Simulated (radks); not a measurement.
Ho4+, configuration [Xe] 4f9.

Calculated with a radial shooting solver on a logarithmic mesh with Libxc functionals: Dirac Kohn-Sham, PBE, spin-unpolarised, spherical densities, point nucleus; open shells are shared between the two j in proportion to 2j + 1.

Energy parts (eV):
total: -343548.78
kinetic: 378107.23
electron-nucleus: -845292.36
Hartree: 130980.68
exchange-correlation: -7344.34

Orbitals (lengths in bohr, moments of r in powers of bohr; r(max) is where P^2 peaks):
orbital,occ.,eigenvalue (eV),r(max),<1/r>
1s1/2,2,-55490.59,0.01311,76.08
2s1/2,2,-9322.240,0.07478,18.26
2p1/2,2,-8874.268,0.05625,18.23
2p3/2,4,-8017.402,0.06237,15.88
3s1/2,2,-2126.100,0.2115,6.675
3p1/2,2,-1930.325,0.1990,6.589
3p3/2,4,-1751.386,0.2118,5.992
3d3/2,4,-1416.074,0.1675,5.875
3d5/2,6,-1376.998,0.1711,5.728
4s1/2,2,-464.2341,0.4838,2.798
4p1/2,2,-386.4269,0.4864,2.691
4p3/2,4,-345.9897,0.5134,2.486
4d3/2,4,-217.8464,0.5168,2.270
4d5/2,6,-210.4531,0.5255,2.220
5s1/2,2,-97.1083,1.112,1.092
5p1/2,2,-74.6545,1.199,0.9817
5p3/2,4,-68.6158,1.272,0.9143
4f5/2,3.85714,-56.1958,0.5118,1.731
4f7/2,5.14286,-55.0768,0.5166,1.710
5d3/2,0,-38.3534,1.594,0.6826
5d5/2,0,-37.6878,1.623,0.6698
6s1/2,0,-33.1581,2.584,0.4712
6p1/2,0,-27.0613,2.900,0.4199
6p3/2,0,-25.7927,3.035,0.4019

The highest occupied level is 4f7/2 at -55.077 eV. Summed over all electrons, <r^2> = 30.73 bohr^2, which gives a Langevin (diamagnetic) susceptibility term of -24.3 x 10^-6 cm^3/mol. The density falls to 0.001 e/bohr^3 at r = 3.01 bohr.
